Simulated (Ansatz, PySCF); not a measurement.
trans-(1R,2R)-1-ethenyl-2-methylcyclopropane (C₆H₁₀), SMILES C([C@@H]1[C@@H](C1)C)=C. Atoms are numbered in the order given.

```xyz
16

C      1.9076    -0.9934     0.3352
C      1.1380    -0.0721     0.9242
C      0.2325     0.8956     0.2529
C     -0.1216     0.8170    -1.2105
C     -1.1798     0.5088    -0.1853
C     -1.7087    -0.8958    -0.0174
H      1.9528    -1.0990    -0.7525
H      2.5274    -1.6748     0.9238
H      1.1494    -0.0056     2.0198
H      0.3000     1.9069     0.6708
H      0.2725    -0.0252    -1.7866
H     -0.1831     1.7510    -1.7755
H     -1.9291     1.2925    -0.0256
H     -2.1537    -1.0392     0.9812
H     -0.9089    -1.6419    -0.1347
H     -2.4879    -1.1125    -0.7667
```
Charge 0, spin multiplicity 1.

Geometry optimised at B3LYP-D3(BJ)/def2-SVP. One conformer was computed; it need not be the lowest.

Two levels are set side by side: PBE-D3(BJ)/def2-SVP (Ansatz, an electronic-structure program) and B3LYP-D3(BJ)/def2-SVP (Ansatz). Each level has its own optimised geometry; the coordinates shown are those of the second. Frequencies come from the Hessian of PySCF at each geometry. Differences are taken from unrounded values.

| quantity | B3LYP-D3(BJ) |
|---|---|
| mean bond length (Å) | 1.240 |
| bond C1–C2 (Å) | 1.337 |
| bond C2–C3 (Å) | 1.486 |
| bond C3–C4 (Å) | 1.508 |
| bond C3–C5 (Å) | 1.528 |
| bond C4–C5 (Å) | 1.505 |
| bond C5–C6 (Å) | 1.510 |
| bond C1–H7 (Å) | 1.094 |
| bond C1–H8 (Å) | 1.093 |
| bond C2–H9 (Å) | 1.098 |
| bond C3–H10 (Å) | 1.096 |
| bond C4–H11 (Å) | 1.094 |
| bond C4–H12 (Å) | 1.093 |
| bond C5–H13 (Å) | 1.096 |
| bond C6–H14 (Å) | 1.103 |
| bond C6–H15 (Å) | 1.100 |
| bond C6–H16 (Å) | 1.103 |
| highest harmonic wavenumber (cm⁻¹) | 3231 |
| mean harmonic wavenumber (cm⁻¹) | 1485 |
| zero-point energy (kcal/mol) | 89.13 |

Task: What does PBE-D3(BJ) give, and how far is it from B3LYP-D3(BJ)? (Estimate from the structure and the level; the computed values follow.)

Result: 
| quantity | PBE-D3(BJ) | PBE-D3(BJ) minus B3LYP-D3(BJ) |
|---|---|---|
| mean bond length (Å) | 1.247 | 0.007 |
| bond C1–C2 (Å) | 1.347 | 0.009 |
| bond C2–C3 (Å) | 1.485 | 0.000 |
| bond C3–C4 (Å) | 1.512 | 0.004 |
| bond C3–C5 (Å) | 1.538 | 0.009 |
| bond C4–C5 (Å) | 1.509 | 0.004 |
| bond C5–C6 (Å) | 1.511 | 0.001 |
| bond C1–H7 (Å) | 1.102 | 0.008 |
| bond C1–H8 (Å) | 1.101 | 0.008 |
| bond C2–H9 (Å) | 1.106 | 0.008 |
| bond C3–H10 (Å) | 1.104 | 0.008 |
| bond C4–H11 (Å) | 1.102 | 0.008 |
| bond C4–H12 (Å) | 1.101 | 0.008 |
| bond C5–H13 (Å) | 1.104 | 0.008 |
| bond C6–H14 (Å) | 1.110 | 0.007 |
| bond C6–H15 (Å) | 1.108 | 0.008 |
| bond C6–H16 (Å) | 1.110 | 0.007 |
| highest harmonic wavenumber (cm⁻¹) | 3170 | -61 |
| mean harmonic wavenumber (cm⁻¹) | 1446 | -39 |
| zero-point energy (kcal/mol) | 86.82 | -2.32 |

GGA bonds tend to be longer and softer than those of functionals with exact exchange. Differences between two approximate levels are no errors against the true value.
